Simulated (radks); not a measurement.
Results of a calculation; reference values are marked as such.
Q: These are the eigenvalues of the occupied orbitals of an atom or ion with whole-number occupations (hartree). Code: a radial shooting solver on a logarithmic mesh with Libxc functionals. Model: scalar-relativistic Kohn-Sham, PBE, spin-polarised, spherical densities, finite nucleus; Fermi nuclear charge, rms radius of each element as measured or else 0.836 A^(1/3) + 0.57 fm.

| orbital | eigenvalue |
|---|---|
| 1s down | -2646.211 |
| 1s up | -2646.210 |
| 2s up | -470.0084 |
| 2s down | -470.0059 |
| 2p up | -412.0009 |
| 2p down | -411.9991 |
| 3s up | -119.1821 |
| 3s down | -119.1000 |
| 3p up | -102.0654 |
| 3p down | -101.9827 |
| 3d up | -82.63578 |
| 3d down | -82.57279 |
| 4s up | -35.17824 |
| 4s down | -35.03518 |
| 4p up | -29.48867 |
| 4p down | -29.35084 |
| 4d up | -22.34656 |
| 4d down | -22.21181 |
| 4f up | -14.35417 |
| 5s up | -14.32456 |
| 5s down | -14.25783 |
| 4f down | -14.21554 |

Which element is it, and in what charge state? The configuration may be excited. Open shells, if any, are filled with parallel spins first.

A: Z = 75, rhenium, charge +16: Re16+ in [Kr] 4d10 4f11 5s2. The list shows which subshells hold electrons but not how many an open one holds; the 1s level, -2646.2 hartree, gives Z - s = 72.7 by -(Z - s)^2/2, which with screening and relativity narrows Z to a few neighbours, and the depths of the outer levels then fix element, charge and occupations together.
